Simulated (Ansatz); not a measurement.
# InI (indium iodide (ini)): methods side by side

The species is InI (2 atoms), meant as a singlet with charge 0. As SMILES, `[In][I]`. The shape comes from GFN2-xTB, which is rough for such elements, and wasn't checked as a minimum.

```csv
atom,x (Å),y (Å),z (Å)
In,0.0000,0.0000,0.0000
I,0.0000,0.0000,2.7892
```

Quantity: the energy change with the In1–I2 bond stretched from 2.789 to 6.973 Å, in eV. The values are calculated.

```json
{"level": "HF/STO-3G (restricted)", "kind": "Hartree–Fock", "program": "Ansatz", "value (eV)": "5.59", "CPU time (all runs)": "7.9 s"}
{"level": "SVWN5/STO-3G (restricted)", "kind": "LDA", "program": "Ansatz", "value (eV)": "4.71", "CPU time (all runs)": "7.8 s"}
{"level": "BLYP/STO-3G (restricted)", "kind": "GGA", "program": "Ansatz", "value (eV)": "4.29", "CPU time (all runs)": "13 s"}
{"level": "r2SCAN/STO-3G (restricted)", "kind": "meta-GGA", "program": "Ansatz", "value (eV)": "4.63", "CPU time (all runs)": "52 s"}
{"level": "B3LYP/STO-3G (restricted)", "kind": "global hybrid", "program": "Ansatz", "value (eV)": "4.76", "CPU time (all runs)": "47 s"}
{"level": "PBE0/STO-3G (restricted)", "kind": "global hybrid", "program": "Ansatz", "value (eV)": "4.97", "CPU time (all runs)": "45 s"}
{"level": "HSE06/STO-3G (restricted)", "kind": "range-separated hybrid", "program": "Ansatz", "value (eV)": "4.88", "CPU time (all runs)": "70 s"}
{"level": "B2PLYP/STO-3G (restricted)", "kind": "double hybrid", "program": "Ansatz", "value (eV)": "4.43", "CPU time (all runs)": "54 s"}
{"level": "MP2/STO-3G (restricted)", "kind": "perturbation theory", "program": "Ansatz", "value (eV)": "5.36", "CPU time (all runs)": "12 s"}
{"level": "BCCD(T)/STO-3G (restricted)", "kind": "coupled cluster or CI", "program": "Ansatz", "value (eV)": "4.79", "CPU time (all runs)": "11 s"}
```

All-electron rows without a relativistic Hamiltonian named are non-relativistic. The first shape isn't each level's own minimum. The values span 4.29 to 5.59 eV. All rows use very small basis sets, so none should be taken for the real molecule's value. In the correlated wave-function rows the outer d shell of I, In is correlated, in sets not made for it. CPU times are rough (shared hosts, several kinds of processor and program).
